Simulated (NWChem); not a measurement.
System: NbNHF3; SMILES [F][Nb]([F])([F])=[NH]

All runs: NWChem. Medium grid unless said otherwise, to which SCAN and Minnesota functionals are sensitive. Geometry: optimised at PBE0/def2-SVP. def2 effective core potentials on Nb; no spin-orbit coupling. Hybrids' shares of exact exchange are those that their runs print; pure functionals count as 0. The functionals differ in more than this share.

```csv
row,share of exact exchange,highest occupied level (eV)
PBE/def2-SVP,0.00,-7.28
r2SCAN/def2-SVP,0.00,-7.67
B3LYP/def2-SVP,0.20,-8.53
B97-2/def2-SVP,0.21,-8.60
PW6B95/def2-SVP,0.28,withheld
```

### Question
Fit a straight line of the last column on the one before it, predict the withheld value, and compare with the run.

### Answer

1. Means of the 4 shown rows: x = 0.103, y = -8.020. Slope Σ(x − x̄)(y − ȳ)/Σ(x − x̄)² = -0.2238/0.04208 = -5.319; intercept -7.475.
2. The shown rows scatter about the line by 0.138 (root mean square); the largest residual is -0.20, at r2SCAN/def2-SVP.
3. At x = 0.28 (PW6B95/def2-SVP; beyond the shown range) the line gives -8.96.
4. The run gives -8.98, -0.02 from the line, 0.1 times the scatter.
